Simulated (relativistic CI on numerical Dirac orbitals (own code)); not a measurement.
**Slater and spin-orbit integrals, Cd XV**

These numbers are calculated, not measured: Dirac-Coulomb-Breit CI, KLI orbitals optimised for each configuration, QED by a radiative potential, unscaled Slater integrals (own radial code, finite nucleus).

Slater integrals F^k, G^k are unscaled and averaged over j, outside the closed core [Ar] 3d10; ζ comes from projecting the Hamiltonian with its Breit term on Σ l·s of the shell.

- 4s²4p⁴: F^2(4p,4p) = 124680, ζ(4p) = 41741 cm⁻¹; <r>(4p) = 0.836, <r^2>(4p) = 0.7881 (bohr units).
- 4s4p⁵: G^1(4s,4p) = 164370, ζ(4p) = 41658 cm⁻¹; <r>(4s) = 0.8001, <r^2>(4s) = 0.7182, <r>(4p) = 0.8362, <r^2>(4p) = 0.7886 (bohr units).
- 4s²4p³4d: F^2(4p,4p) = 124730, ζ(4p) = 41961, F^2(4p,4d) = 118260, G^1(4p,4d) = 149820, G^3(4p,4d) = 94763, ζ(4d) = 4368.8 cm⁻¹; <r>(4p) = 0.8354, <r^2>(4p) = 0.7872, <r>(4d) = 0.8936, <r^2>(4d) = 0.9104 (bohr units).

Averages of the first 10 configurations, taken without configuration mixing, which lowers the lowest level and can move excited configurations by several eV; other configurations of the list can lie among them:

```
Configuration  Parity  States  Average energy above the lowest level (eV)
       4s²4p⁴    even      15                                         8.1
        4s4p⁵     odd      12                                        57.7
          4p⁶    even       1                                       112.8
     4s²4p³4d     odd     200                                        77.3
      4s4p⁴4d    even     300                                       124.5
     4s²4p³4f    even     280                                       150.0
      4s4p⁴4f     odd     420                                       197.3
        4p⁵4d     odd      60                                       177.2
     4s4p³4d²     odd    1800                                       192.9
     4s²4p³5s     odd      40                                       157.3
```
